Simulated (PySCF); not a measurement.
## Te⁴⁵⁺ (tellurium, charge +45) across methods

[He] 2s2 2p3, high-spin 4S determinant. Calculation: PySCF 2.14, in an even-tempered Gaussian basis (19 s from 22 bohr⁻², ratio 2.2; 12 p from 28 bohr⁻², ratio 2.2; 5 d from 110 bohr⁻², ratio 2.4; 5 f from 160 bohr⁻², ratio 2.4; 4 g from 240 bohr⁻², ratio 2.4); the spin-free X2C one-electron Hamiltonian (Gaussian nucleus).

```csv
method,E (hartree),mean ε 2s α (eV),mean ε 2s β (eV),mean ε 2p α (eV),Σ⟨r²⟩ (bohr²),⟨S²⟩
PBE0,-4320.37,-8165.2,-8087.7,-7759.1,0.06880,3.750
r2SCAN,-4320.66,-8150.5,-8072.8,-7744.1,0.06877,3.750
PBE,-4320.31,-8129.2,-8067.9,-7729.6,0.06882,3.750
UHF,-4320.34542,-8271.9,-8144.5,-7846.6,0.06875,3.750
LDA,-4314.77,-8120.9,-8060.0,-7725.5,0.06888,3.750
PBEsol,-4318.02,-8125.6,-8064.0,-7727.4,0.06884,3.750
MN15,-4324.90,-8103.6,-8094.3,-7735.7,0.06882,3.750
```

Spin-orbit coupling is strong in this species (close to jj coupling), so the high-spin LS determinant is a model state, not a physical level.
